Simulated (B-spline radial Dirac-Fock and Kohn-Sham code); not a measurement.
What relativity does to the binding energies of Tl⁵⁹⁺

System: the Tl⁵⁹⁺ ion, [Ar] 3d4.

Both columns are ΔSCF binding energies of the configuration average from a radial finite-basis atomic code: non-relativistic Hartree-Fock with a point nucleus, and Dirac-Fock with a finite nucleus and the Coulomb interaction alone, averaged over the two j levels with weights 2j+1.

```
shell  Hartree-Fock (eV)  Dirac-Fock (eV)  shift (eV)  shift (%)
   1s            81644.1          90228.0    +8583.85     +10.51
   2s            17127.7          19517.9    +2390.19     +13.96
   2p            16644.4          17500.1     +855.72      +5.14
   3s             6678.8           7375.8     +697.01     +10.44
   3p             6464.5           6764.6     +300.12      +4.64
   3d             6144.5           6177.6      +33.04      +0.54
```

Relativity binds 1s, 2s, 2p, 3s, 3p, 3d more strongly, among those listed most of all 2s in relative terms.

Values without a named source are computed, but for edge energies of neutral atoms, which are taken from tables.
